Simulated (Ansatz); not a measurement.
Consider the redistribution: `N[Si](Cl)(Cl)[Si](N)(Cl)Cl` + `CS[SiH](F)Cl` → `N[SiH](Cl)[Si](N)(Cl)Cl` + `CS[Si](F)(Cl)Cl`.

Gas-phase electronic energies from Ansatz, PBE0-D4/def2-TZVP geometries. CCSD(T)/CBS is the MP2 limit (def2-TZVPP, def2-QZVPP) plus CCSD(T) − MP2 in def2-TZVPP, frozen cores. Functionals use def2-TZVPP. B3LYP here is the variant with VWN-RPA as its local correlation; programs differ in this. One conformer a species, not always the lowest.

`N[Si](Cl)(Cl)[Si](N)(Cl)Cl`:

```xyz
12

N     0.033    2.240    0.259
Si    0.951    0.826    0.105
Cl    2.485    1.253   -1.174
Cl    1.657    0.306    1.969
Si   -0.164   -1.086   -0.623
N    -1.214   -1.599    0.609
Cl    1.216   -2.492   -1.222
Cl   -1.340   -0.662   -2.249
H    -0.722    2.311    0.920
H    -0.052    2.887   -0.508
H    -2.014   -2.174    0.393
H    -0.836   -1.809    1.520
```

`CS[SiH](F)Cl`:

```xyz
9

C     0.027    1.530   -0.130
S    -1.308    0.295   -0.175
Si   -0.215   -1.460    0.166
F     0.448   -1.468    1.614
Cl    1.347   -1.656   -1.138
H    -0.442    2.491   -0.335
H     0.496    1.561    0.852
H     0.770    1.321   -0.899
H    -1.122   -2.614    0.046
```

`N[SiH](Cl)[Si](N)(Cl)Cl`:

Z-matrix (Å, degrees):
```
Si
Cl 1 2.088
Si 1 2.330 2 103.5
N 1 1.695 2 115.6 3 -118.0
H 1 1.480 2 105.2 3 121.9
N 3 1.691 1 110.4 2 35.2
Cl 3 2.050 1 113.4 2 155.8
Cl 3 2.076 1 105.3 2 -89.1
H 4 1.008 1 120.4 2 76.0
H 4 1.007 1 122.2 2 -76.9
H 6 1.008 3 119.5 1 -40.9
H 6 1.007 3 122.2 1 167.2
```

`CS[Si](F)(Cl)Cl`:

Cartesian coordinates in Å:
```
C 0.408 -0.762 1.312
S 1.327 0.147 0.031
Si -0.260 0.655 -1.226
F -0.978 -0.631 -1.812
Cl 0.480 1.735 -2.767
Cl -1.726 1.691 -0.271
H -0.320 -0.114 1.798
H -0.081 -1.640 0.893
H 1.150 -1.080 2.043
```

| level | ΔE (kJ/mol) | difference from CCSD(T)/CBS |
| --- | --- | --- |
| PBE-D4 | -2.2 | -1.2 |
| r2SCAN-D4 | -1.8 | -0.8 |
| PBE0-D4 | -1.9 | -0.9 |
| B3LYP-D4 | -0.8 | 0.2 |
| ωB97X-V | -2.2 | -1.2 |
| ωB97M-V | -2.1 | -1.1 |
| B2PLYP | -1.7 | -0.7 |
| PBE | -3.3 | -2.3 |
| B3LYP | -2.3 | -1.3 |
| CCSD/def2-TZVPP | -1.4 | -0.4 |
| CCSD(T)/def2-TZVPP | -1.5 | -0.5 |
| MP2/def2-QZVPP | -0.2 | 0.8 |
| SCS-MP2/def2-QZVPP | -0.2 | 0.8 |
| HF/CBS(def2) | -0.4 | 0.6 |
| MP2/CBS(def2) | -0.1 | 0.9 |
| CCSD/CBS(def2) | -1.0 | 0.0 |
| CCSD(T)/CBS | -1.0 | 0 |

Largest T1 diagnostic among the species: 0.011.
